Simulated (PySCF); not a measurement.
H$_{7}$NSi$_{2}$, charge +1, doublet, geometry from GFN2-xTB (a state made from the parent by changing its charge; the spin is typed, not shown lowest). Base run: CAMB3LYP/cc-pVDZ (PySCF).

The PySCF input:
```python
from pyscf import gto, scf, dft

mol = gto.M(
    atom='''
Si    1.577205   -0.218440    0.337196
N    -0.034621   -0.415589   -0.334414
Si   -1.558647    0.441214   -0.157935
H     2.433842   -0.153987   -0.862514
H     1.531444    0.952475    1.195379
H     1.824356   -1.521113    0.987543
H    -0.100268   -1.203620   -0.968523
H    -2.498825   -0.626067    0.234824
H    -1.882210    0.826639   -1.546368
H    -1.325809    1.515965    0.790912
''',
    basis='cc-pvdz',
    charge=1,
    spin=1,
    verbose=5,
)

mf = dft.UKS(mol)
mf.xc = 'camb3lyp'
mf.kernel()
```

Variants of this job, named by their change:

| change | ΔE vs base (mEh) | fitting functions |
|---|---|---|
| base | 0.000 | - |
| only_dfj = on; auxbasis = def2-universal-jfit | -0.583 | 228 |
| auxbasis = cc-pvtz-jkfit | -0.013 | 531 |
| auxbasis = default (with mf = mf.density_fit()) | -0.016 | 455 |
| auxbasis = def2-tzvp-ri | -31.340 | 407 |
| exchange = seminumerical (SGX) (with mf = sgx.sgx_fit(mf, auxbasis='def2-universal-jfit'); with mf.with_df.dfj = True) | -0.582 | 228 |
| auxbasis = cc-pvdz-jkfit | -0.016 | 455 |
| auxbasis = even-tempered beta=1.6 | 0.002 | 961 |
| auxbasis = cc-pvqz-jkfit | -0.007 | 759 |
| auxbasis = def2-universal-jfit | 655.8 | 228 |

A fitting set is made for a task (jfit for Coulomb, jkfit for Coulomb and exchange, ri for correlation) and for a family of orbital bases.

Open shells are given as the SCF converged; they aren't shown to be the lowest states, and a large step between rows can be another state.
